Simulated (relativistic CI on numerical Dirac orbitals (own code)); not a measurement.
# Cu3+: resonant inelastic scattering at the L2,3 edge

Computed with this model: Dirac-Coulomb-Breit CI, separate exchange-only KLI orbitals for each configuration, QED by a radiative potential, valence Slater integrals scaled by 0.9, Kramers-Heisenberg scattering through one core-hole configuration in a parametric crystal field; configurations [Ar] 3d8 → [He] 2s2 2p5 3s2 3p6 3d9; 80 K; core-hole width 0.4 eV; summed over polarisations. Incident energies are the highest absorption maxima for each field (at most a few, so the weaker spin-orbit partner edge can be absent), on the computed scale of the free ion. Intensities are in per cent of the strongest line above 0.02 eV; levels within 1 cm⁻¹ are merged; final levels count from the ground level, the first row holds all elastic scattering, lines under 0.4 are left out and each table stops after 24 rows. The scale of the Slater integrals is a model choice and moves the terms in proportion.

Field parameters in Wybourne normalisation: Oh B⁴₀ = 21Dq, B⁴₄ = √(5/14) B⁴₀. The field is a parameter set, without covalency.

S is read from ⟨S²⟩ = S(S + 1).

Oh, 10Dq = 4100 cm⁻¹:

```csv
Final level (eV),Degeneracy,Irrep,S,933.8 eV,934.6 eV,937.1 eV
0.000,3,T2,1.00,194.0,292.0,21.6
0.461,2,E,1.00,38.8,65.9,10.2
0.493,3,T1,1.00,43.6,68.9,28.4
0.593,3,T2,1.00,51.7,100.0,13.1
0.610,1,A2,1.00,14.1,0.4,1.9
0.775,1,A1,1.00,17.6,4.7,9.8
0.890,3,T1,1.00,36.1,13.1,10.4
1.043,3,T2,1.00,7.6,1.6,1.7
1.063,2,E,0.99,8.0,19.2,0.9
2.373,2,E,0.09,15.6,2.3,34.8
2.732,3,T2,0.26,12.5,7.3,5.5
3.137,2,E,0.98,6.2,13.7,4.2
3.183,3,T2,0.89,6.3,43.0,3.4
3.231,3,T1,1.00,5.2,0.6,1.2
3.271,1,A1,1.00,0.0,0.0,6.4
3.628,1,A1,0.01,0.1,0.1,37.7
3.778,3,T1,0.00,0.3,0.7,80.7
4.025,2,E,0.01,1.6,0.8,28.7
4.118,3,T2,0.00,0.8,5.3,27.2
```

Oh, 10Dq = 9300 cm⁻¹:

| Final level (eV) | Degeneracy | Irrep | S | 934.4 eV | 935.5 eV | 956.4 eV |
| --- | --- | --- | --- | --- | --- | --- |
| 0.000 | 3 | T2 | 1.00 | 236.6 | 39.7 | 41.9 |
| 1.105 | 2 | E | 1.00 | 35.0 | 40.0 | 4.7 |
| 1.133 | 3 | T1 | 1.00 | 64.9 | 44.3 | 39.3 |
| 1.205 | 3 | T2 | 1.00 | 100.0 | 19.8 | 23.3 |
| 1.232 | 1 | A2 | 1.00 | 17.3 | 0.3 | 4.2 |
| 1.829 | 1 | A1 | 1.00 | 13.3 | 2.1 | 8.9 |
| 1.924 | 3 | T1 | 1.00 | 26.3 | 13.4 | 9.1 |
| 2.042 | 2 | E | 0.93 | 17.7 | 24.0 | 4.5 |
| 2.071 | 3 | T2 | 1.00 | 14.5 | 3.3 | 11.0 |
| 2.507 | 2 | E | 0.19 | 17.0 | 1.0 | 40.6 |
| 3.476 | 3 | T2 | 0.19 | 18.1 | 1.1 | 9.4 |
| 3.931 | 1 | A1 | 0.07 | 0.1 | 0.4 | 47.2 |
| 3.971 | 2 | E | 1.00 | 18.3 | 5.9 | 18.0 |
| 4.019 | 3 | T2 | 0.93 | 14.8 | 6.1 | 18.7 |
| 4.068 | 3 | T1 | 1.00 | 8.9 | 1.1 | 18.8 |
| 4.111 | 1 | A1 | 0.98 | 0.0 | 0.0 | 11.5 |
| 4.401 | 3 | T1 | 0.01 | 0.8 | 1.2 | 89.9 |
| 5.188 | 2 | E | 0.01 | 4.2 | 1.0 | 9.5 |
| 5.273 | 3 | T2 | 0.01 | 1.4 | 0.9 | 10.6 |

Oh, 10Dq = 14500 cm⁻¹:

| Final level (eV) | Degeneracy | Irrep | S | 935 eV | 937.8 eV | 956.9 eV |
| --- | --- | --- | --- | --- | --- | --- |
| 0.000 | 3 | T2 | 1.00 | 189.5 | 26.4 | 27.6 |
| 1.743 | 2 | E | 0.98 | 16.7 | 13.5 | 2.2 |
| 1.775 | 3 | T1 | 1.00 | 50.7 | 20.7 | 21.0 |
| 1.840 | 3 | T2 | 1.00 | 100.0 | 25.6 | 13.7 |
| 1.869 | 1 | A2 | 1.00 | 13.2 | 1.5 | 0.1 |
| 2.471 | 2 | E | 0.15 | 10.8 | 32.1 | 25.8 |
| 2.811 | 1 | A1 | 0.99 | 4.8 | 11.5 | 6.0 |
| 2.895 | 3 | T1 | 1.00 | 9.6 | 4.8 | 0.6 |
| 3.018 | 3 | T2 | 1.00 | 14.4 | 10.8 | 0.8 |
| 3.064 | 2 | E | 0.96 | 15.0 | 2.5 | 8.5 |
| 4.166 | 1 | A1 | 0.02 | 0.1 | 26.1 | 34.7 |
| 4.188 | 3 | T2 | 0.09 | 6.8 | 6.0 | 7.8 |
| 4.938 | 2 | E | 1.00 | 17.1 | 4.1 | 6.5 |
| 4.970 | 3 | T2 | 0.97 | 12.7 | 12.2 | 1.8 |
| 4.992 | 3 | T1 | 0.78 | 2.8 | 2.5 | 16.2 |
| 5.039 | 1 | A1 | 1.00 | 0.0 | 0.4 | 3.6 |
| 5.057 | 3 | T1 | 0.43 | 2.1 | 44.8 | 36.8 |
| 6.429 | 2 | E | 0.00 | 1.9 | 1.6 | 3.1 |
| 6.497 | 3 | T2 | 0.01 | 1.0 | 1.4 | 3.8 |

For the first field the strongest loss at the lowest incident energy is the level at 0.59 eV (S = 1.00, against 1.00 in the thermal ground state). Levels of other spin, the first over 8 % at 2.37 eV, appear because spin-orbit coupling of the core hole, and in heavier ions of the valence shell too, mixes spins.
